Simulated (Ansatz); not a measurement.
Calculated with Ansatz (gas phase, PBE0-D4/def2-TZVP geometries, no zero-point term in ΔE). CCSD(T)/CBS adds triple-zeta CCSD(T) − MP2 to the extrapolated MP2 energy (def2 sets, frozen cores). This one scheme is used for every species, atoms too. DFT in def2-TZVPP. HSE06 is defined as in plane-wave codes. No spin–orbit coupling; open shells (•) take unrestricted orbitals. Spin–orbit coupling would lower the free atoms: a little for F, S; strongly for Sn. Elements past krypton have def2 core potentials. Bonds to Sn are less sure, by a few kJ/mol each and by 10 to 20 or more in all where they break to atoms, as the def2 sets lack core-valence functions. One conformer a species, not always the lowest.

Consider the atomization: `[F][Sn]([SH])([SH])[SH]` → F• + 3 H• + 3 S• + Sn•.

CCSD(T)/CBS gives +561.9 kcal/mol.

**Question.** Another level gave +552.1 kcal/mol. Which?
A. r2SCAN/def2-TZVPP
B. ωB97M-V/def2-TZVPP
C. HSE06-D4/def2-TZVPP
D. BHLYP-D4/def2-TZVPP

**Answer.** C. HSE06-D4 552.1, BHLYP-D4 528.2, r2SCAN 557.8, ωB97M-V 559.2 kcal/mol.

Largest T1 diagnostic among the species: 0.013.

Leaving LDA and LC-ωPBE aside and taking each functional with its dispersion term where it has one, the values, not all of them listed here, spread over 41.1 kcal/mol, from BHLYP-D4 to B97M-V. LDA lies +91.5 kcal/mol from PBE without D4, its usual overbinding. From r2SCAN to r2SCAN0 (25 % exact exchange), in def2-TZVPP and without D4, ΔE moves by −16.0 kcal/mol: exact exchange takes away binding that semilocal exchange gives to molecules. The D4 term adds +10.5 kcal/mol with B3LYP and +5.6 kcal/mol with PBE0; it sums over pairs of atoms, weighted by their polarisabilities, and B3LYP, whose exchange is more repulsive, gets the larger term.

B3LYP here is the variant with VWN-RPA as its local correlation; programs differ in this.

For atomizations the MP2-based limit and the directly extrapolated one differ by several kJ/mol either way, and by 10 to 25 for some Ge, Se and Sn compounds, so smaller differences from it don't rank the levels.
